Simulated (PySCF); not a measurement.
# First hyperpolarisability: `CC(=C=CF)C=O`, C₅H₅FO

Molfile (atoms numbered from 1):
```
C5H5FO
     RDKit          3D

 12 11  0  0  0  0  0  0  0  0999 V2000
   -1.1835   -1.0933    0.6077 C   0  0  0  0  0  0  0  0  0  0  0  0
   -0.4826   -0.3656   -0.4974 C   0  0  0  0  0  0  0  0  0  0  0  0
    0.8145   -0.4028   -0.7354 C   0  0  0  0  0  0  0  0  0  0  0  0
    2.0856   -0.4455   -1.0440 C   0  0  0  0  0  0  0  0  0  0  0  0
    2.9942    0.3904   -0.5440 F   0  0  0  0  0  0  0  0  0  0  0  0
   -1.3255    0.4736   -1.3981 C   0  0  0  0  0  0  0  0  0  0  0  0
   -2.5185    0.5713   -1.2732 O   0  0  0  0  0  0  0  0  0  0  0  0
   -1.6334   -0.3683    1.3035 H   0  0  0  0  0  0  0  0  0  0  0  0
   -0.4990   -1.7475    1.1607 H   0  0  0  0  0  0  0  0  0  0  0  0
   -2.0140   -1.6857    0.1955 H   0  0  0  0  0  0  0  0  0  0  0  0
    2.5105   -1.1859   -1.7301 H   0  0  0  0  0  0  0  0  0  0  0  0
   -0.7646    1.0067   -2.2044 H   0  0  0  0  0  0  0  0  0  0  0  0
  1  2  1  0
  2  3  2  0
  3  4  2  0
  4  5  1  0
  2  6  1  0
  6  7  2  0
  1  8  1  0
  1  9  1  0
  1 10  1  0
  4 11  1  0
  6 12  1  0
M  END
```

The calculation used quadratic response CAM-B3LYP/def2-TZVPD first hyperpolarisability, Taylor convention, gas phase (PySCF 2.14.0). Geometry: PBE0-D3(BJ)/def2-SVP.

(1) Give β for the processes computed.

(2) Which lowest excitations, dipole and polarisabilities go with it?

Answers

(1) In 10⁻³⁰ esu, Taylor convention; the vector part is βᵢ = ⅓ Σⱼ (βᵢⱼⱼ + βⱼᵢⱼ + βⱼⱼᵢ); β∥ is 3/5 of the vector part along the dipole, the dipole points from − to +:
```
                   process  λ (nm)  β vector norm    β∥  β HRS  depolarisation ratio
           static β(0;0,0)       ∞           1.06  0.08   0.48                  3.91
second harmonic β(−2ω;ω,ω)    1907           1.12  0.10   0.50                  3.95
         Pockels β(−ω;ω,0)    1907           1.08  0.09      –                     –
second harmonic β(−2ω;ω,ω)    1064           1.27  0.16   0.58                  4.04
         Pockels β(−ω;ω,0)    1064           1.12  0.11      –                     –
```

(2) S1 3.75 eV (f = 0.000); S2 4.64 eV (f = 0.000); S3 5.96 eV (f = 0.337); dipole 2.23 D; isotropic α 70.6 au static, 70.9 au at 1907 nm, 71.5 au at 1064 nm, 71.7 au at 953.5 nm, 74.5 au at 532 nm.
